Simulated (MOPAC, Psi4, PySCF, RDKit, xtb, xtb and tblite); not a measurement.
Relaxed torsion scan: SMILES FCCF. Scanned: dihedral F1–C2–C3–F4; all other coordinates were relaxed at GFN2-xTB. Points at φ and −φ are mirror images.

Geometry of the scan point at -30° (Å):
```
8

F      1.3978     0.5607     0.9686
C      0.7618    -0.1288    -0.0238
C     -0.7503     0.1285     0.0241
F     -1.1548     0.3770     1.3043
H      1.1819     0.1943    -0.9805
H      0.9867    -1.1868     0.1527
H     -1.0161     1.0206    -0.5544
H     -1.3050    -0.7402    -0.3415
```

- GFN2-xTB (xtb and tblite)
- MMFF94 // GFN2-xTB (RDKit)
- B3LYP/def2-TZVP // GFN2-xTB (Psi4)
- B3LYP-D3(BJ)/def2-TZVP // GFN2-xTB (Psi4)
- PBE/def2-TZVP // GFN2-xTB (Psi4)
- PBE-D3(BJ)/def2-TZVP // GFN2-xTB (Psi4)
- wB97M-V/def2-TZVP // GFN2-xTB (Psi4)
- MP2/cc-pVTZ = DF-MP2 (frozen core)/cc-pVTZ // GFN2-xTB (Psi4)
- HF/cc-pVTZ // GFN2-xTB (Psi4)
- UFF // GFN2-xTB (RDKit)
- PM3, restricted, heats of formation // GFN2-xTB (MOPAC)
- PM7, restricted, heats of formation // GFN2-xTB (MOPAC)
- GFN1-xTB // GFN2-xTB (xtb)
- RKS-B3LYP/6-31G* = PySCF with restricted B3LYP/6-31G*, spherical d // GFN2-xTB
- RMP2/3-21G = restricted MP2 (frozen core)/3-21G // GFN2-xTB (PySCF 2.14.0)
- RHF/3-21G = restricted Hartree-Fock/3-21G // GFN2-xTB (PySCF 2.14.0)
- RKS-B3LYP/6-311+G** = restricted B3LYP/6-311+G**, spherical d, density fitting // GFN2-xTB (PySCF)

Least-squares fit of E(φ) = a0 + Σ (a_n cos nφ + b_n sin nφ), n = 1 to 4, to the 12 scan points, in kJ/mol above the lowest point of each profile (levels whose profile four harmonics don't fit are not listed):

```json
[
 {"method": "GFN2-xTB", "a0": "8.85", "a1": "10.20", "b1": "0.00", "a2": "4.91", "b2": "0.00", "a3": "3.79", "b3": "0.00", "a4": "0.11", "b4": "0.00", "rms of fit": "0.07"},
 {"method": "MMFF94", "a0": "9.64", "a1": "6.86", "b1": "0.00", "a2": "7.60", "b2": "0.00", "a3": "9.55", "b3": "0.00", "a4": "0.03", "b4": "0.00", "rms of fit": "0.25"},
 {"method": "B3LYP/def2-TZVP", "a0": "8.56", "a1": "5.93", "b1": "0.00", "a2": "7.02", "b2": "0.00", "a3": "7.97", "b3": "0.00", "a4": "0.35", "b4": "0.00", "rms of fit": "0.13"},
 {"method": "B3LYP-D3(BJ)/def2-TZVP", "a0": "8.62", "a1": "5.90", "b1": "0.00", "a2": "7.02", "b2": "0.00", "a3": "8.01", "b3": "0.00", "a4": "0.35", "b4": "0.00", "rms of fit": "0.13"},
 {"method": "PBE/def2-TZVP", "a0": "9.00", "a1": "5.34", "b1": "0.00", "a2": "7.33", "b2": "0.00", "a3": "7.94", "b3": "0.00", "a4": "0.39", "b4": "0.00", "rms of fit": "0.14"},
 {"method": "PBE-D3(BJ)/def2-TZVP", "a0": "9.03", "a1": "5.33", "b1": "0.00", "a2": "7.34", "b2": "0.00", "a3": "7.96", "b3": "0.00", "a4": "0.40", "b4": "0.00", "rms of fit": "0.14"},
 {"method": "wB97M-V/def2-TZVP", "a0": "8.56", "a1": "5.73", "b1": "0.00", "a2": "7.09", "b2": "0.00", "a3": "7.83", "b3": "0.00", "a4": "0.35", "b4": "0.00", "rms of fit": "0.13"},
 {"method": "MP2/cc-pVTZ", "a0": "9.08", "a1": "6.06", "b1": "0.00", "a2": "6.78", "b2": "0.00", "a3": "8.72", "b3": "0.00", "a4": "0.35", "b4": "0.00", "rms of fit": "0.18"},
 {"method": "HF/cc-pVTZ", "a0": "8.97", "a1": "6.83", "b1": "0.00", "a2": "6.15", "b2": "0.00", "a3": "8.66", "b3": "0.00", "a4": "0.25", "b4": "0.00", "rms of fit": "0.12"},
 {"method": "UFF", "a0": "7.95", "a1": "0.82", "b1": "0.00", "a2": "0.40", "b2": "0.00", "a3": "7.43", "b3": "0.00", "a4": "-0.09", "b4": "0.00", "rms of fit": "0.20"},
 {"method": "PM3", "a0": "6.13", "a1": "-3.67", "b1": "0.00", "a2": "0.59", "b2": "0.00", "a3": "3.79", "b3": "0.00", "a4": "0.17", "b4": "0.00", "rms of fit": "0.14"},
 {"method": "PM7", "a0": "2.77", "a1": "2.01", "b1": "0.00", "a2": "2.03", "b2": "0.00", "a3": "2.46", "b3": "0.00", "a4": "-0.19", "b4": "0.00", "rms of fit": "0.11"},
 {"method": "GFN1-xTB", "a0": "6.23", "a1": "8.82", "b1": "0.00", "a2": "5.13", "b2": "0.00", "a3": "2.72", "b3": "0.00", "a4": "0.08", "b4": "0.00", "rms of fit": "0.05"},
 {"method": "RKS-B3LYP/6-31G*", "a0": "8.58", "a1": "5.85", "b1": "0.00", "a2": "5.86", "b2": "0.00", "a3": "8.66", "b3": "0.00", "a4": "0.11", "b4": "0.00", "rms of fit": "0.18"},
 {"method": "RMP2/3-21G", "a0": "10.24", "a1": "8.73", "b1": "0.00", "a2": "7.02", "b2": "0.00", "a3": "8.93", "b3": "0.00", "a4": "0.04", "b4": "0.00", "rms of fit": "0.21"},
 {"method": "RHF/3-21G", "a0": "11.55", "a1": "10.57", "b1": "0.00", "a2": "6.82", "b2": "0.00", "a3": "8.11", "b3": "0.00", "a4": "0.01", "b4": "0.00", "rms of fit": "0.18"},
 {"method": "RKS-B3LYP/6-311+G**", "a0": "8.52", "a1": "6.30", "b1": "0.00", "a2": "7.14", "b2": "0.00", "a3": "7.98", "b3": "0.00", "a4": "0.47", "b4": "0.00", "rms of fit": "0.12"}
]
```
